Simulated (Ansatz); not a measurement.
Molecule: sum formula SiPH4 (charge -1, singlet). It need not be the lowest isomer of its formula. Whether it binds its extra electron was not tested at this geometry. 
Geometry from a B3LYP-D3(BJ)/def2-TZVP (Ansatz, a program for electronic structure) optimisation:
```xyz
6

Si    -1.1864    -0.2078     0.2992
P      1.1021     0.1832    -0.2754
H     -1.6674     0.5236    -0.9702
H     -1.2308     1.0794     1.1471
H      1.2880    -0.9762    -1.0884
H      1.6884    -0.4665     0.8532
```
Charge -1, spin multiplicity 1.

Basis-set convergence of Hartree-Fock and CCSD correlation energies (hartree) with Ansatz. Cores are frozen in the correlated levels unless marked. No spin-orbit coupling. Non-relativistic.

| basis | functions | E(HF) | E(corr, CCSD) |
|---|---|---|---|
| aug-cc-pV(D+d)Z | 100 | -631.98805 | -0.30391 |
| aug-cc-pV(T+d)Z | 202 | ___ | ___ |

Question: Complete the blanks.

Answer: 
- aug-cc-pV(T+d)Z, E(HF): -632.00905
- aug-cc-pV(T+d)Z, E(corr, CCSD): -0.35342
